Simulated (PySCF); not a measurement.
# 3-bromo-1-propanol (SMILES C(O)CCBr)

Geometry (Å), atoms numbered from 1 in this order:
```xyz
12

O    -1.7800    0.4996    0.3688
C    -1.0138   -0.3027   -0.7319
C     0.3198   -0.5373   -0.0092
C     1.2718    0.6071   -0.5091
Br    3.0697    0.3611    0.2819
H    -2.6022    1.1036   -0.2379
H    -1.5390   -1.1825   -0.9085
H    -1.0739    0.1659   -1.7280
H     0.9968   -1.4802   -0.2832
H     0.0374   -0.5285    1.1651
H     0.9924    1.7777   -0.3493
H     1.4556    0.4183   -1.6247
```

Computed, not measured: PySCF, GIAO CAM-B3LYP/pcSseg-1 magnetisability, rotational g tensor and spin-rotation constants, non-relativistic, gas phase. Geometry: GFN2-xTB, normal-mode sample at 600 K.

The calculation is non-relativistic, which matters for the atoms heavier than Zn.

Task: What are the magnetisability and the molar susceptibility?

Result: Isotropic -1194 × 10⁻³⁰ J/T², or -71.9 × 10⁻⁶ cm³/mol; principal values -1281, -1172, -1131 × 10⁻³⁰ J/T², anisotropy 134 × 10⁻³⁰ J/T² (root of half the summed squared differences of the principal values). The susceptibility is in cgs units.

Task: Split it along the inertial axes a, b, c into diamagnetic and paramagnetic parts about the centre of mass, with the quadrupole moment.

Result: 
```
axis  χ (10⁻⁶ cm³/mol)  diamagnetic (10⁻⁶ cm³/mol)  paramagnetic (10⁻⁶ cm³/mol)  summed x² of all electrons (Å²)  quadrupole Θ (D Å)
   a             -76.7                      -201.4                        124.7                            268.0               +3.55
   b             -70.8                     -1229.7                       1158.9                             25.6               -2.92
   c             -68.4                     -1245.6                       1177.2                             21.9               -0.63
```
Anisotropies 2χaa − χbb − χcc = -14.2 and 2χbb − χaa − χcc = +3.5 × 10⁻⁶ cm³/mol. Θ is traceless in Buckingham's convention.

Task: And the rotational g tensor?

Result: 
```
axis  rotational constant (GHz)        g  nuclear part  electronic part
   a                    11.8470  -0.0049        0.6894          -0.6943
   b                     0.9756  -0.0014        0.5298          -0.5312
   c                     0.9612  -0.0030        0.5286          -0.5316
```
Asymmetric top; isotopes 79Br, 12C, 1H, 16O; no vibrational averaging.
